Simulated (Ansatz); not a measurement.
A CCSD(T) single point on Cl$_{2}$I$_{2}$Sn (`[Cl][Sn]([Cl])([I])[I]`).

```yaml
crystal:
  periodic: [false, false, false]
  atoms:
    - {symbol: Cl, position_ang: [-0.446926, -0.467767, 2.228072]}
    - {symbol: Sn, position_ang: [0.028242, -0.037726, 0.014177]}
    - {symbol: Cl, position_ang: [1.863877, -1.321495, -0.528448]}
    - {symbol: I, position_ang: [-2.027162, -0.768652, -1.482507]}
    - {symbol: I, position_ang: [0.631869, 2.522038, -0.272595]}
basis:
  gaussian: {orbitals: def2-TZVPP}
correlation: {method: ccsd_t}
output: {orbitals: {seedname: orbitals}}
```

```sh
$ ansatz run in.yaml --threads 8 --pin off --events-out ev --progress --plain --max-ram 20889MiB
```

Output of Ansatz, abridged:

```
Functional definition: HF
1932 factors; integrals over basis functions are off by at most 8.7e-4 eV
mean field evaluation 1: about -46962.0776 eV, gradient 2.4e1 eV
mean field evaluation 2: about -46962.2297 eV, gradient 2.4e1 eV
mean field evaluation 4: about -46964.0322 eV, gradient 2.6e0 eV
mean field evaluation 8: about -46964.0670 eV, gradient 7.1e-2 eV
mean field -46964.06700461 eV, -1725.8976290315 hartree, gradient 1.5e-6 eV, S^2 0.000000; 0 other end points of the search recorded, 0 dependent functions left out
22 core orbitals not correlated: weight in the atoms' cores, before any rotation towards them, 1.000 or more for the frozen orbitals, at most 0.000 for the correlated occupied ones
reference -46964.06700461 eV, -1725.8976290315 hartree; 31, 31 occupied and 181, 181 virtual orbitals, 1932 factors
second order -45.49895340 eV of doubles, -0.00000000 eV of singles
cycle   1  -43.21239221 eV  change     2.3e0 eV  update   1.3e-1
cycle   2  -44.23720749 eV  change    -1.0e0 eV  update   3.6e-2
cycle   3  -44.37878907 eV  change   -1.4e-1 eV  update   1.7e-2
cycle   4  -44.33167683 eV  change    4.7e-2 eV  update   4.0e-3
cycle   5  -44.32999082 eV  change    1.7e-3 eV  update   1.8e-3
cycle   6  -44.33117785 eV  change   -1.2e-3 eV  update   3.8e-4
cycle   7  -44.33085715 eV  change    3.2e-4 eV  update   1.4e-4
cycle   8  -44.33076971 eV  change    8.7e-5 eV  update   3.2e-5
cycle   9  -44.33080420 eV  change   -3.4e-5 eV  update   1.4e-5
perturbative correction -1.34173952 eV, -0.0493080181 hartree
Total energy: -47009.73954833 eV, -1727.5760640554 hartree
```

Hardware: 8 threads of an Intel Xeon 6975P-C on a shared host. Wall time 14 s, peak host memory 2.9 GiB.

MP2 recovers 99.6 % of the CCSD(T) correlation energy and the triples give 2.9 %; T1 = 0.0097.
